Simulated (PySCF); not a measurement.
**Nuclear quadrupole coupling in `COc1n[n-]cc1F`**

Compound: C4H4FN2O (charge -1).
Structure used (GFN2-xTB), in Å, numbered top down from 1:
```xyz
12
C4H4FN2O angstrom
C     -2.171   -0.143    0.077
O     -1.120    0.744    0.326
C      0.123    0.189    0.057
N      0.298   -1.051   -0.390
N      1.616   -1.265   -0.544
C      2.273   -0.160   -0.194
C      1.360    0.810    0.202
F      1.629    2.093    0.639
H     -2.177   -0.462   -0.972
H     -3.096    0.389    0.314
H     -2.084   -1.042    0.697
H      3.348   -0.102   -0.236
```

Field gradients from the PBE0/pcSseg-1 density (PySCF, non-relativistic), principal values in atomic units, ordered |Vxx| ≤ |Vyy| ≤ |Vzz|:

| atom | Vxx | Vyy | Vzz |
| --- | --- | --- | --- |
| O2 | -0.0783 | -1.8893 | 1.9676 |
| N4 | 0.1002 | 0.7208 | -0.8210 |
| N5 | 0.1540 | 0.7358 | -0.8898 |

Q: Find the asymmetry η = (Vxx − Vyy)/Vzz and the couplings χ = eQV/h (234.96 MHz × Q in barn × V in au), with Q(17O) = −0.0256 b, Q(14N) = 0.02044 b.

A: 
```tsv
atom	environment	nucleus	η	χzz (MHz)	χxx (MHz)	χyy (MHz)
O2	aryl ether oxygen	17O	0.92	-11.84	0.47	11.36
N4	ring nitrogen	14N	0.76	-3.943	0.481	3.462
N5	two-coordinate ring nitrogen	14N	0.65	-4.273	0.739	3.534
```

At O2 η is above 0.9: Vyy and Vzz are nearly equal in size and opposite in sign, so a small change could swap them and flip the sign of χzz. The tensor is traceless: Vxx + Vyy + Vzz = 0.

Q: What is Vzz at N5 in SI units (1 au = 9.71736 × 10²¹ V/m²)?

A: -0.8898 au = -8.646 × 10²¹ V/m².

Q: And the gradient at the other heavy atoms, for which no coupling is worked out here?

A: 
```
atom                          environment  Vzz (au)     η
  C1                       methoxy carbon     0.351  0.10
  C3       aromatic carbon bearing oxygen     0.291  0.49
  C6  aromatic CH next to a ring nitrogen     0.056  0.32
  C7                  aromatic C–F carbon     0.582  0.03
  F8                        aryl fluorine     3.048  0.02
```

Q: What couplings would deuterons (Q(2H) = 0.00286 b) have in place of the hydrogens, at this geometry?

A: 
```json
{"atom": "H9", "bonded to": "C1", "bond length (Å)": "1.096", "Vzz (au)": "0.2932", "η": "0.09", "χzz (kHz)": "197"}
{"atom": "H10", "bonded to": "C1", "bond length (Å)": "1.093", "Vzz (au)": "0.3058", "η": "0.06", "χzz (kHz)": "206"}
{"atom": "H11", "bonded to": "C1", "bond length (Å)": "1.096", "Vzz (au)": "0.2929", "η": "0.09", "χzz (kHz)": "197"}
{"atom": "H12", "bonded to": "C6", "bond length (Å)": "1.077", "Vzz (au)": "0.3481", "η": "0.08", "χzz (kHz)": "234"}
```

One conformer (not necessarily the lowest) at the GFN2-xTB geometry, without solvent, vibrations or thermal averaging. The pcSseg-1 basis has no diffuse functions, a weakness for an anion. GFN2-xTB bond lengths can be off by several hundredths of an ångström, more for odd bonds, and the gradients follow them. These gradients aren't converged with respect to the basis.

These values come from a run that also computed NMR shieldings. On Arm Neoverse V2, one thread, no GPU, on a shared host, this took 16 s wall (with the writing of density and orbital grids) and 0.71 GiB of memory at its peak.
